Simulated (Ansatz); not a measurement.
`F[Si]1(F)BC1` + `[CH3][GeH2][SeH]` → `F[SiH]1BC1` + `[CH3][GeH]([F])[SeH]`  (redistribution)

Calculated with Ansatz (gas phase, PBE0-D4/def2-TZVP geometries, no zero-point term in ΔE). CCSD(T)/CBS adds triple-zeta CCSD(T) − MP2 to the extrapolated MP2 energy (def2 sets, frozen cores). DFT in def2-TZVPP. For Ge, Se outer-core shells are correlated without core-valence functions, which leaves a few kJ/mol of doubt a bond. Scalar relativity is left out up to krypton. One conformer a species, not always the lowest.

`F[Si]1(F)BC1`:

Z-matrix (Å, degrees):
```
Si
F 1 1.583
B 1 1.867 2 126.7
F 1 1.586 2 103.8 3 -177.1
C 1 2.008 2 124.7 3 -56.2
H 3 1.185 1 139.0 2 26.9
H 5 1.100 1 80.2 2 -112.7
H 5 1.089 1 148.8 2 -0.8
```

`[CH3][GeH2][SeH]`:

Z-matrix (Å, degrees):
```
C
Ge 1 1.949
H 1 1.090 2 109.8
H 1 1.090 2 110.1 3 -119.8
H 1 1.092 2 110.1 3 120.3
Se 2 2.363 1 110.8 3 57.9
H 2 1.540 1 111.0 3 179.5
H 2 1.538 1 111.8 3 -57.5
H 6 1.469 2 92.9 1 63.8
```

`F[SiH]1BC1`:

Z-matrix (Å, degrees):
```
Si
B 1 1.887
C 1 2.007 2 44.8
F 1 1.601 2 125.6 3 74.0
H 1 1.483 2 129.7 3 -102.1
H 2 1.186 1 139.7 3 132.6
H 3 1.099 1 81.4 2 135.4
H 3 1.089 1 144.8 2 -112.2
```

`[CH3][GeH]([F])[SeH]`:

Z-matrix (Å, degrees):
```
C
Ge 1 1.935
H 1 1.090 2 110.1
H 1 1.090 2 109.5 3 120.1
H 1 1.091 2 109.4 3 -120.4
F 2 1.746 1 105.5 3 178.7
Se 2 2.341 1 113.1 3 -62.4
H 2 1.535 1 116.4 3 62.2
H 7 1.469 2 92.4 1 -37.2
```

```csv
level,ΔE (eV)
BHLYP-D4,0.76
PBE,0.71
```

What does CCSD(T)/CBS give? (Estimate.)

Ansatz gave: +0.78 eV. The listed levels differ from it by -0.02, -0.07 eV.

Largest T1 diagnostic among the species: 0.014.

From BLYP to BHLYP (50 % exact exchange), in def2-TZVPP and without D4, ΔE moves by +0.06 eV. At CCSD(T), def2-SVP lies −0.18 eV from the extrapolated value and def2-TZVPP −0.00 eV.
